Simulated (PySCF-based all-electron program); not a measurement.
Values are calculated unless marked as measured or tabulated.
Rest lengths of diatomic molecules M–Cu in all-electron scalar-relativistic PBE near the basis limit (in-house program on PySCF, no spin–orbit coupling, lowest state found of the spin given), each from a Morse curve fitted to the bond forces. Singlets are spin-restricted; Koelling–Harmon or spin-free Dirac relativity. In part, the full relativistic part was added along one bond alone.

| M | spin state | rest length (Å) |
| --- | --- | --- |
| Li | singlet | 2.24 |
| F | singlet | ? |
| Cu | singlet | ? |
| Ga | singlet | 2.35 |
| I | singlet | 2.34 |
| Au | singlet | 2.34 |

Problem. Fill in the missing lengths.

Solution. F–Cu 1.74 Å; Cu–Cu 2.22 Å.
